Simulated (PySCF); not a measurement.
# Dipole response of Ru (ruthenium, neutral)

[Kr] 4d7 5s1, high-spin 5F determinant. Computed with PySCF 2.14 in aug-cc-pVTZ-DK, with scalar relativity by spin-free X2C-1e. Coupled (time-dependent) response in atomic units; α is the mean over directions.

```
 method  mean α (bohr³)  C₆ (like pair)  S(−4)
r2SCANh           69.56           673.2   3136
```

S(−4) is the Cauchy moment in α(ω) = α(0) + S(−4) ω² + …

Reference α: 72 ± 10 bohr³ (recommended; Schwerdtfeger and Nagle, table of static dipole polarizabilities (2023 update)). Published C₆: 809.0 (Gould and Bucko (2016)).

Spin-orbit coupling is absent.

α(iu) at r2SCANh:

```json
{"u (hartree)": "0", "α(iu) (bohr³)": "69.56"}
{"u (hartree)": "0.0500", "α(iu) (bohr³)": "62.70"}
{"u (hartree)": "0.100", "α(iu) (bohr³)": "49.50"}
{"u (hartree)": "0.200", "α(iu) (bohr³)": "29.98"}
{"u (hartree)": "0.300", "α(iu) (bohr³)": "20.42"}
{"u (hartree)": "0.500", "α(iu) (bohr³)": "12.28"}
{"u (hartree)": "0.750", "α(iu) (bohr³)": "8.049"}
{"u (hartree)": "1.00", "α(iu) (bohr³)": "5.820"}
{"u (hartree)": "1.50", "α(iu) (bohr³)": "3.515"}
{"u (hartree)": "2.00", "α(iu) (bohr³)": "2.369"}
{"u (hartree)": "3.00", "α(iu) (bohr³)": "1.284"}
{"u (hartree)": "5.00", "α(iu) (bohr³)": "0.5466"}
```
